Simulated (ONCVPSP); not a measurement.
# Before and after: ONCV potential for Bi

ONCVPSP 4.0.1 input, shortened (lines: element, Z, core and valence counts, functional; n l f; lmax; l rc ep ncon nbas qcut; lloc lpopt rc5 dvloc0; l nproj debl; icmod fcfact rcfact), LDA (Perdew-Wang 92), scalar-relativistic:

```
  Bi 83.00   13    2  -001012      upf
    1    0    2.00
    2    0    2.00
    2    1    6.00
    3    0    2.00
    3    1    6.00
    3    2   10.00
    4    0    2.00
    4    1    6.00
    4    2   10.00
    4    3   14.00
    5    0    2.00
    5    1    6.00
    5    2   10.00
    6    0    2.00
    6    1    2.00
    1
    0    1.65    0.00    4    7    3.80
    1    2.50    0.00    3    6    2.80
    4    1    1.55    6.00
    0    2    3.20
    1    2    2.10
    3    2.25    1.70
```

Change: local potential polynomial inside 1.45 bohr (lpopt 3, dvloc0 0 Ha).

Cutoffs: the cutoffs (Ha) at which the residual kinetic energy of the hardest occupied pseudo-wave falls to 1 and 0.1 mHa per electron; they do not see the model core or the augmentation charge, which bear on the density cutoff. Errors are all-electron minus pseudo energies relative to the spin-unpolarised reference configuration.

**Question.** What does the change do?

**Answer.** The potential gets neither clearly harder nor softer (36 Ha and 47 Ha → 36 Ha and 47 Ha); both files keep a bound ghost (s); the lowest positive-energy flag moves from none to p at 58.3 eV; the errors of the 4 common tests hardly move.

| quantity | base | changed |
| --- | --- | --- |
| cutoff, loose | 36 Ha | 36 Ha |
| cutoff, tight | 47 Ha | 47 Ha |
| bound ghosts | s | s |
| GHOST(+) flags under 300 eV | none | p at 58.3 eV |
| error for 6s2 6p3, meV [ΔE -8.15 eV] | -38 | -38 |
| error for 6s2 6p1, meV [ΔE 15.56 eV] | -85 | -85 |
| error for 6s2 6p0, meV [ΔE 39.27 eV] | -419 | -422 |
| error for 6s0 6p5, meV [ΔE 12.58 eV] | -58 | -58 |
| s: phases at 1.68 bohr within 0.05 rad from the reference energy up to (Ha; the scan ends near 5) | to the end of the scan | to the end of the scan |
| p: phases at 2.54 bohr within 0.05 rad from the reference energy up to (Ha; the scan ends near 5) | 2.4 | 2.1 |
| rms error of d²Exc/dni dnj with the model core, mHa | 3.25 | 3.25 |

 A true bound ghost makes a file unfit for plane-wave use even where its test errors are small: the radial tests pick states by their node count and pass the ghost by.
